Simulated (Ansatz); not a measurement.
Zr₄O₈⁻, relaxed as a doublet with UKS PBE-D4/def2-SVP in Ansatz, starting from the GFN1-xTB geometry. Force threshold 0.03 eV/Å.

In the def2 sets Zr takes a core potential; there is no spin–orbit coupling. The gap within one spin of the charge -1 doublet nearly closes, so an electron or hole may be smeared out by delocalisation error. The structure comes from a short search, and lower isomers may exist.

Start:

```xyz
12

Zr   -0.344    1.521    2.035
Zr    0.498   -1.530    1.205
Zr   -0.283   -1.611   -1.977
Zr   -0.181    1.576   -1.235
O    -0.446   -2.389   -0.235
O     0.951    2.660   -2.071
O     2.021   -2.229    1.795
O     0.226   -2.581   -3.372
O    -0.510   -0.361    2.352
O     0.133    2.632    3.331
O    -1.018    0.141   -2.205
O    -1.046    2.172    0.377
```

**Question.** Estimate the energy that the relaxation releases and the steps that it takes.

**Answer.** 478.2 kJ/mol, in 19 steps; 8 min on 4 threads of Intel Xeon on a shared host. No frequencies were taken in this run, so the end may be a saddle point.

**Question.** Does the start keep its bonding and symmetry?

**Answer.** Bonds lost: Zr2–Zr4 (atoms count from 1). Bonds formed: Zr1–O6, Zr1–O7, Zr3–O6, Zr3–O7 (atoms count from 1). Metal–metal contacts that move far: Zr1–Zr3 5.09 to 3.36 Å. Point group C2v at the start, C2v at the end, both within 0.05 Å.

**Question.** Predict the relaxed structure.

**Answer.** 
```xyz
12

Zr    0.2488    1.0730    1.2997
Zr   -0.0113   -2.0295    1.5831
Zr    0.2893   -0.9957   -1.3518
Zr   -0.8732    1.9025   -1.4975
O    -0.7603   -2.3865   -0.1314
O     0.8220    1.1782   -0.9069
O     1.2727   -0.8778    0.7044
O     1.2809   -1.7761   -2.6258
O    -0.7980   -0.4647    2.3319
O     1.2046    2.1327    2.3855
O    -1.3190    0.1610   -2.1272
O    -1.3564    2.0829    0.3360
```
Bond lengths (bridged metal pairs left out): 16 × O–Zr 1.79 to 2.28 Å.
